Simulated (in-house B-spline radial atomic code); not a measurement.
## Functionals against NIST's ionisation energies down a group: O²⁺ to Te²⁺

Ionisation energies as differences of self-consistent total energies from a B-spline radial code for spherical atoms: all electrons, radial basis limit, scalar-relativistic (one-electron X2C), spin-polarised at highest spin, spherical densities; exact exchange is averaged over the determinants of each configuration. No spin-orbit coupling, Breit or QED terms. NIST's values run from ground level to ground level, so in open shells the differences also hold multiplet and fine-structure energies that spherical high-spin averages miss. For p electrons of heavy elements the spin-orbit part alone reaches an electronvolt or more. Columns give computed minus NIST, in eV; a star marks a semi-empirical value. Species are left out where the tabulated value is theory, is uncertain by more than 0.12 eV, or (13 ions, such as In⁴⁺, Te⁴⁺ and Bi⁴⁺) lies off its series for all methods alike, which flatters the means a little.

```
species  shell      NIST (eV)  LDA VWN5  PBEsol   PBE0  TPSSh   OLYP
    O²⁺     2p         54.94*     +0.63   +0.43  +0.53  +0.66  +0.65
    S²⁺     3p  34.86 ± 0.04*     +0.08   +0.02  +0.09  +0.18  +0.08
   Se²⁺     4p   31.70 ± 0.02     +0.10   -0.02  0.00  +0.04  -0.10
   Te²⁺     5p   27.84 ± 0.04     -0.08   -0.23  -0.24  -0.26  -0.41
```

How do the methods rank, and which species is hardest?

Mean absolute (signed) differences: PBEsol 0.18 (+0.05) eV; PBE0 0.22 (+0.10) eV; LDA VWN5 0.22 (+0.18) eV; TPSSh 0.29 (+0.16) eV; OLYP 0.31 (+0.06) eV. For O²⁺, which loses a 2p electron, the nearest method is off by +0.43 eV, the largest such miss.
